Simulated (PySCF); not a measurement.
Precursor series Hf Cl-H. All species are isolated molecules in the gas phase.

All values below come from PBE-D3(BJ)/def2-TZVP // r2SCAN-D4/def2-SVP run with PySCF. 

```json
[
 {"species": "0 of 4 Cl replaced by H ([Hf(Cl)4])", "charge on the central atom (Mulliken) (e)": "1.08", "HOMO–LUMO gap (eV)": "5.29", "HOMO (eV)": "-8.32"},
 {"species": "1 of 4 Cl replaced by H", "charge on the central atom (Mulliken) (e)": "0.94", "HOMO–LUMO gap (eV)": "4.73", "HOMO (eV)": "-7.85"},
 {"species": "2 of 4 Cl replaced by H ([Hf(Cl)2(H)2])", "charge on the central atom (Mulliken) (e)": "0.84", "HOMO–LUMO gap (eV)": "…", "HOMO (eV)": "-7.42"},
 {"species": "3 of 4 Cl replaced by H ([Hf(Cl)(H)3])", "charge on the central atom (Mulliken) (e)": "…", "HOMO–LUMO gap (eV)": "4.13", "HOMO (eV)": "-7.26"},
 {"species": "4 of 4 Cl replaced by H ([Hf(H)4])", "charge on the central atom (Mulliken) (e)": "…", "HOMO–LUMO gap (eV)": "4.05", "HOMO (eV)": "-7.12"}
]
```

### Question
Fill in the missing entries.

### Answer

- 2 of 4 Cl replaced by H ([Hf(Cl)2(H)2]), HOMO–LUMO gap (eV): 4.14
- 3 of 4 Cl replaced by H ([Hf(Cl)(H)3]), charge on the central atom (Mulliken) (e): 0.76
- 4 of 4 Cl replaced by H ([Hf(H)4]), charge on the central atom (Mulliken) (e): 0.69
